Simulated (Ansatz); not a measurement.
AlH5SO2, singlet: a nudged elastic band.

The input file, in.yaml:

```yaml
crystal:
  periodic: [false, false, false]
  atoms:
    - {symbol: Al, position_ang: [-0.700578, 0.140760, 0.161010]}
    - {symbol: H, position_ang: [-1.232572, 1.091862, -0.991195]}
    - {symbol: O, position_ang: [-1.116000, -1.521343, 0.173161]}
    - {symbol: O, position_ang: [-0.281096, 0.870315, 1.650825]}
    - {symbol: H, position_ang: [1.997675, 1.210971, -0.566280]}
    - {symbol: S, position_ang: [1.753606, -0.110304, -0.559982]}
    - {symbol: H, position_ang: [-1.751737, -1.889879, -0.436512]}
    - {symbol: H, position_ang: [-0.275528, 0.368549, 2.464147]}
    - {symbol: H, position_ang: [1.606227, -0.161031, -1.895174]}
basis:
  gaussian: {orbitals: def2-SVP}
hamiltonian: {xc: pbe0, dispersion: d4}
neb:
  images: 5
  climbing: true
  max_iterations: 3
  initial_path: idpp
  final_atoms:
    - {symbol: Al, position_ang: [0.101949, -0.359460, 0.304857]}
    - {symbol: H, position_ang: [-0.770356, 1.790740, -0.589333]}
    - {symbol: O, position_ang: [-0.835659, -1.339464, -0.701496]}
    - {symbol: O, position_ang: [-0.572493, 0.355238, 1.682096]}
    - {symbol: H, position_ang: [-0.435569, 1.565984, -1.223427]}
    - {symbol: S, position_ang: [2.232282, -0.230364, -0.125029]}
    - {symbol: H, position_ang: [-1.764019, -1.505011, -0.546256]}
    - {symbol: H, position_ang: [-0.069785, 0.798024, 2.362615]}
    - {symbol: H, position_ang: [2.113648, -1.075789, -1.164028]}
```

Command:

```bash
ansatz run in.yaml --threads 4 --pin off --events-out ev --progress --plain --max-ram 9574MiB
```

Output of Ansatz 0.2.0:

```
Functional definition: PBE0
  name "PBE0"
  cite "Adamo & Barone, J. Chem. Phys. 110, 6158 (1999) doi:10.1063/1.478522"
  cite "Perdew, Burke & Ernzerhof, Phys. Rev. Lett. 77, 3865 (1996) doi:10.1103/PhysRevLett.77.3865"
  parent pbe
  parameter a = 0.25
  parameter kappa = 0.804
  parameter beta = 0.06672455060314922
  exchange = (1 - a)*pbe_x(kappa = kappa, mu = beta*pi^2/3) + a*exact_x
  correlation = pbe_c(beta = beta)
892 factors; integrals over basis functions are off by at most 3.4e-4 eV
mean field evaluation 1: about -21581.7783 eV, gradient 7.1e1 eV
mean field evaluation 2: about -21563.0745 eV, gradient 1.2e2 eV
mean field evaluation 4: about -21590.7023 eV, gradient 2.0e0 eV
mean field evaluation 8: about -21590.7115 eV, gradient 4.3e-2 eV
mean field -21590.71152040 eV, -793.4440136647 hartree, gradient 6.5e-5 eV, S^2 0.000000; 0 other end points of the search recorded, 0 dependent functions left out
the calculation of the forces begins
reference -21590.71154955 eV, -793.4440147362 hartree; 25, 25 occupied and 64, 64 virtual orbitals, 892 factors
893 factors; integrals over basis functions are off by at most 8.0e-4 eV
mean field evaluation 16: about -21567.1205 eV, gradient 1.1e2 eV
mean field -21591.19492751 eV, -793.4617785483 hartree, gradient 1.1e-5 eV, S^2 0.000000; 0 other end points of the search recorded, 0 dependent functions left out
the calculation of the forces begins
reference -21591.19495460 eV, -793.4617795438 hartree; 25, 25 occupied and 64, 64 virtual orbitals, 893 factors
WARN: NEB end point (image 0): max|allowed force component| = 2.103e-1 eV/Å (the criterion of neb.relax_end_points is 1.000e-2). That is over neb.f_tol: it is no minimum, so the barrier can be far off. Relax it first
WARN: NEB end point (image 6): max|allowed force component| = 3.362e-1 eV/Å (the criterion of neb.relax_end_points is 1.000e-2). That is over neb.f_tol: it is no minimum, so the barrier can be far off. Relax it first
892 factors; integrals over basis functions are off by at most 3.6e-4 eV
mean field evaluation 32: about -21587.9999 eV, gradient 2.2e1 eV
mean field -21589.52215231 eV, -793.4003051938 hartree, gradient 3.2e-5 eV, S^2 0.000000; 0 other end points of the search recorded, 0 dependent functions left out
the calculation of the forces begins
reference -21589.52218129 eV, -793.4003062588 hartree; 25, 25 occupied and 64, 64 virtual orbitals, 892 factors
893 factors; integrals over basis functions are off by at most 4.1e-4 eV
mean field -21587.79625678 eV, -793.3368797028 hartree, gradient 8.8e-5 eV, S^2 0.000000; 0 other end points of the search recorded, 0 dependent functions left out
the calculation of the forces begins
reference -21587.79628589 eV, -793.3368807725 hartree; 25, 25 occupied and 64, 64 virtual orbitals, 893 factors
892 factors; integrals over basis functions are off by at most 7.7e-4 eV
mean field evaluation 64: about -21514.3641 eV, gradient 1.6e2 eV
mean field -21587.18274505 eV, -793.3143335625 hartree, gradient 3.2e-5 eV, S^2 0.000000; 0 other end points of the search recorded, 0 dependent functions left out
the calculation of the forces begins
reference -21587.18277401 eV, -793.3143346267 hartree; 25, 25 occupied and 64, 64 virtual orbitals, 892 factors
895 factors; integrals over basis functions are off by at most 7.4e-4 eV
mean field evaluation 96: about -21587.9731 eV, gradient 5.4e-5 eV
mean field -21587.97310472 eV, -793.3433787447 hartree, gradient 1.6e-5 eV, S^2 0.000000; 0 other end points of the search recorded, 0 dependent functions left out
the calculation of the forces begins
reference -21587.97313337 eV, -793.3433797975 hartree; 25, 25 occupied and 64, 64 virtual orbitals, 895 factors
896 factors; integrals over basis functions are off by at most 7.9e-4 eV
mean field -21589.80173070 eV, -793.4105795100 hartree, gradient 2.2e-5 eV, S^2 0.000000; 0 other end points of the search recorded, 0 dependent functions left out
the calculation of the forces begins
reference -21589.80175799 eV, -793.4105805130 hartree; 25, 25 occupied and 64, 64 virtual orbitals, 896 factors
NEB iter   1: max|band force component| = 3.953e0 eV/Å  barrier→ = 3.5091 eV  barrier← = 3.9931 eV  Δτ_max = 0.2000 Å  (184 SCF iters)
NEB iter   2: max|band force component| = 3.530e0 eV/Å  barrier→ = 2.0944 eV  barrier← = 2.5785 eV  Δτ_max = 0.2000 Å  (143 SCF iters)
NEB iter   3: max|band force component| = 3.607e0 eV/Å  barrier→ = 1.2354 eV  barrier← = 1.7194 eV  Δτ_max = 0.1007 Å  (137 SCF iters)
Error: NEB band did not converge after 3 iterations: max|band force component| = 3.61e0 eV/Å (threshold 5.0e-2); raise `neb.max_iterations` in a new run, which can start from the last band evaluated (`neb.initial_path`, with `crystal.atoms` and `neb.final_atoms` set to its first and last images), add images, or start from endpoints closer to local minima. Where this run's directory can be resumed (`checkpoint.write`), a resume goes on for up to `neb.max_iterations` more; to start a new run from the last band, take its images' positions from the `neb_iteration` event of iteration 3 (`data.images[].positions_ang`), in the event stream of the run that computed that iteration (not this run's, if it was resumed behind it). With `checkpoint.write`, `steps/00-neb/state/checkpoint.json` in the run directory holds the last saved band, under `neb.evaluated.images[].positions_ang` (a band under a hybrid functional on support functions is neither saved nor resumed: `neb.initial_path` says where its path is): check the last entry of `neb.iterations` there, which is earlier than 3 if that iteration was not saved or its write failed. If the band's step has no `state` directory and holds `state.next`, a write was cut short, and the file is under `state.next` instead (behind a loss of power it can be under `state.prev`)
a run's events are kept only if it was started with --events-out <file>, and are in that file

[the SCF lines of later steps are left out]
```

Hardware: 4 CPU threads of an Intel Xeon, shared host. Wall time about 31 s.


The run did not converge within its limit. Three iterations were allowed, too few to relax the band.